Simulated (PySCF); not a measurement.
PySCF job for C2H7ClGe, SMILES C[CH2][GeH2][Cl], PBE/pcSseg-1. The structure is a stationary point at PBE0-D3(BJ)/def2-SVP. One conformer was computed; it need not be the lowest.

```python
import numpy as np
from pyscf import gto, scf, dft
from pyscf.prop.nmr import rks as nmr

mol = gto.M(
    atom='''
    Ge    0.31212696    0.67042315   -0.07377632
    Cl    1.29760913   -1.22752123    0.33085770
    C    -1.48521486    0.25093514   -0.70014930
    C    -2.29079773   -0.57874169    0.29029517
    H     0.30583519    1.44423688    1.25681761
    H     1.16331101    1.39433815   -1.13068205
    H    -1.98152496    1.21149316   -0.92190675
    H    -1.37397538   -0.27458911   -1.66240097
    H    -2.44235403   -0.04313397    1.24075501
    H    -3.28571929   -0.82744727   -0.11057931
    H    -1.77691508   -1.52373876    0.52338289
    ''',
    basis='pcSseg-1',
    charge=0,
    spin=0,
    max_memory=1600,
    verbose=3,
)
mf = dft.RKS(mol, xc='pbe')
mf.grids.level = 3
mf.conv_tol = 1e-10
mf.max_cycle = 100
mf.kernel()
n = nmr.NMR(mf)
n.verbose = 2
n.max_cycle_cphf = 60
sigma = n.kernel()
print('atom   isotropic/ppm   span/ppm')
for i, s in enumerate(sigma):
    w = np.linalg.eigvalsh((s + s.T) / 2)
    print(f'{mol.atom_symbol(i):2s}{i + 1:3d} {w.mean():14.3f} {w[2] - w[0]:11.3f}')
```

Output:

```
converged SCF energy = -2616.80906689338
atom   isotropic/ppm   span/ppm
Ge  1       1261.725     325.503
Cl  2       1007.546     101.607
C   3        162.988      16.450
C   4        170.165      22.526
H   5         25.900      17.449
H   6         25.702      18.228
H   7         30.217      12.322
H   8         29.918      10.688
H   9         30.273      10.868
H  10         29.833      12.843
H  11         29.673      10.483
```

The calculation finished and met its thresholds.

Cost: about 40 core-seconds (a rough figure).
